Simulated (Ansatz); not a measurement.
The cluster Zn2Se2, relaxed as a triplet with UKS B3LYP-D4/def2-SVP in Ansatz, starting from the B3LYP-D4/def2-SVP geometry of the neutral singlet. Force threshold 0.02 eV/Å.

At B3LYP-D4/def2-SVP a singlet of charge 0 lies 1.56 eV below the triplet, each at its own geometry. The structure comes from a short search, and lower isomers may exist.

Start:

Cartesian coordinates in Å:
```
Zn 0.303 -1.077 0.540
Zn -0.300 1.078 -0.540
Se 0.408 0.980 1.726
Se -0.410 -0.980 -1.726
```

Task: Estimate the energy that the relaxation releases and the steps that it takes.

Result: 6.7 kcal/mol, in 20 steps; 2.3 min on 4 threads of Arm Neoverse N1 on a shared host. The force fell under the threshold at step 5, but the optimiser went on and released 0.025 eV more. No frequencies were taken in this run, so the end may be a saddle point.

Task: Does the start keep its bonding and symmetry?

Result: By distances, no bond broke or formed, bridged metal pairs apart. The bond that changes most is Zn1–Se4, from 2.38 to 2.41 Å (atoms count from 1). Metal–metal contacts that move far: Zn1–Zn2 2.48 to 3.01 Å. Point group D2h at the start, C2v at the end, both within 0.05 Å.

Task: Predict the relaxed structure.

Result: 
```xyz
4

Zn    0.555   -1.284    0.597
Zn   -0.175    1.329   -0.713
Se    0.181    0.865    1.622
Se   -0.561   -0.910   -1.506
```
Bond lengths (bridged metal pairs left out): 4 × Se–Zn 2.41 Å.
